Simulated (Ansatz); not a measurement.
Relaxation of Cl4FH3O2W (11 atoms, charge 0, multiplicity 1), to a largest force component of 0.03 eV/Å in at most 50 steps.

Method: Ansatz 0.2.0, RKS PBE/def2-SVP.

```xyz
11
Properties=species:S:1:pos:R:3
W 0.031 -0.195 0.034
O -0.190 -0.093 1.922
H -1.038 0.269 2.305
O 1.908 -0.271 0.076
H 2.429 -1.082 -0.089
Cl 0.269 2.216 0.163
Cl -2.196 -0.831 -0.146
Cl 0.390 -2.539 -0.152
Cl -0.079 0.224 -2.251
F -1.976 1.449 1.706
H -1.166 1.848 1.425
```

Q: Where does it end, and by what steps?

A: The forces met the threshold. After 15 steps the energy has fallen by 0.713 eV; F10 moved furthest, 1.21 Å.

```json
{"step": "0", "energy less start (eV)": "0.0000", "largest force component (eV/Å)": "1.460", "accepted": "yes"}
{"step": "1", "energy less start (eV)": "-0.3057", "largest force component (eV/Å)": "0.447", "accepted": "yes"}
{"step": "2", "energy less start (eV)": "-0.4076", "largest force component (eV/Å)": "0.923", "accepted": "yes"}
{"step": "3", "energy less start (eV)": "-0.5032", "largest force component (eV/Å)": "0.797", "accepted": "yes"}
{"step": "4", "energy less start (eV)": "-0.5359", "largest force component (eV/Å)": "0.887", "accepted": "yes"}
{"step": "5", "energy less start (eV)": "-0.6157", "largest force component (eV/Å)": "0.518", "accepted": "yes"}
{"step": "6", "energy less start (eV)": "-0.6377", "largest force component (eV/Å)": "0.346", "accepted": "yes"}
{"step": "7", "energy less start (eV)": "-0.6473", "largest force component (eV/Å)": "1.087", "accepted": "yes"}
{"step": "8", "energy less start (eV)": "-0.6865", "largest force component (eV/Å)": "0.307", "accepted": "yes"}
{"step": "9", "energy less start (eV)": "-0.7016", "largest force component (eV/Å)": "0.179", "accepted": "yes"}
{"step": "10", "energy less start (eV)": "-0.6883", "largest force component (eV/Å)": "0.423", "accepted": "no"}
{"step": "11", "energy less start (eV)": "-0.7090", "largest force component (eV/Å)": "0.124", "accepted": "yes"}
{"step": "12", "energy less start (eV)": "-0.7118", "largest force component (eV/Å)": "0.076", "accepted": "yes"}
{"step": "13", "energy less start (eV)": "-0.7123", "largest force component (eV/Å)": "0.058", "accepted": "yes"}
{"step": "14", "energy less start (eV)": "-0.7125", "largest force component (eV/Å)": "0.045", "accepted": "yes"}
{"step": "15", "energy less start (eV)": "-0.7127", "largest force component (eV/Å)": "0.022", "accepted": "yes"}
```

```xyz
11
Properties=species:S:1:pos:R:3
W -0.086 -0.574 -0.055
O -0.619 -0.366 1.683
H -0.920 0.429 2.267
O 1.739 -0.292 0.376
H 2.446 -0.142 -0.284
Cl -0.424 1.899 -0.115
Cl -2.233 -0.796 -0.918
Cl 0.150 -2.861 -0.008
Cl 0.638 -0.246 -2.274
F -1.270 1.825 2.616
H -1.039 2.118 1.706
```

Whether the end is a true minimum wasn't checked by a vibrational analysis.

The run took 65 s on 4 threads of Arm Neoverse V2, on a shared host, peak memory 0.28 GiB.
